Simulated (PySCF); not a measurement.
# Vertical excitation energies

Compound: C5H15GeN.
SMILES: `CC[CH2][GeH2][N](C)C`

The calculation used TDDFT PBE0/def2-SVPD, vertical, gas phase, core orbitals frozen in the response (PySCF). Geometry: PBE0-D3(BJ)/def2-SVP, one conformer, isolated molecule. Relativistic effects, spin–orbit coupling among them, are left out although an element past zinc is present. Torsions of this conformer, `[CH3:1][CH2:2][CH2:3][GeH2:4][N:5]([CH3:6])[CH3:7]`: C1–C2–C3–Ge4 -178°, C2–C3–Ge4–N5 55°, C3–Ge4–N5–C6 56°.

What does the calculation give for the low-lying excited states?

| state | E (eV) | E (hartree) | f | main configurations (H = HOMO, L = LUMO) |
| --- | --- | --- | --- | --- |
| S1 | 5.45 | 0.2002 | 0.015 | H→L (62%), H→L+1 (33%) |
| S2 | 5.75 | 0.2112 | 0.027 | H→L+1 (55%), H→L (35%) |
| S3 | 6.04 | 0.2218 | 0.039 | H→L+2 (79%), H→L+3 (11%) |
| S4 | 6.32 | 0.2324 | 0.0053 | H→L+3 (78%), H→L+4 (10%), H→L+2 (9%) |
| S5 | 6.59 | 0.2423 | 0.0094 | H→L+4 (81%) |
| S6 | 6.75 | 0.2479 | 0.017 | H→L+5 (83%), H→L+6 (10%) |
| S7 | 6.96 | 0.2558 | 0.0019 | H→L+6 (84%), H→L+5 (9%) |
| S8 | 7.11 | 0.2613 | 0.039 | H→L+7 (87%) |
| S9 | 7.29 | 0.2678 | 0.014 | H→L+8 (52%), H→L+9 (34%) |
| S10 | 7.44 | 0.2734 | 0.033 | H→L+9 (50%), H→L+8 (25%), H→L+10 (17%) |

Triplets (Tamm–Dancoff): T1 5.27 eV, H→L+1 (52%), H→L (26%), H→L+2 (14%); T2 5.49 eV, H→L (65%), H→L+2 (18%); T3 5.86 eV, H→L+2 (41%), H→L+1 (33%), H→L+3 (19%); T4 6.18 eV, H→L+3 (62%), H→L+4 (17%), H→L+2 (15%).

The lowest singlet comes at 228 nm (526 kJ/mol) in the ultraviolet; it is weak; its leading configuration is HOMO→LUMO (62%). The largest oscillator strength of a single state is 0.039. Löwdin shares by element: HOMO nitrogen 55%, carbon 18% or more, germanium 6% (atoms not listed hold the other 20%); LUMO germanium 23%, carbon 22% or more (atoms not listed hold the other 55%). Orbital energies (eV): HOMO-3 -9.23, HOMO-2 -9.03, HOMO-1 -8.24, HOMO -6.04, LUMO 0.56, LUMO+1 0.77, LUMO+2 1.01. Weighted by f, the mean energy of these states is 6.58 eV. The listed states span 1.99 eV. No computed singlet lies in the visible range (380 to 750 nm); the lowest, at 228 nm, stands 2.19 eV above its violet end (3.26 eV). The vertical ionisation energy (ΔSCF) is 7.84 eV, 0.40 eV above S10. The window holds the lowest 10 singlets.
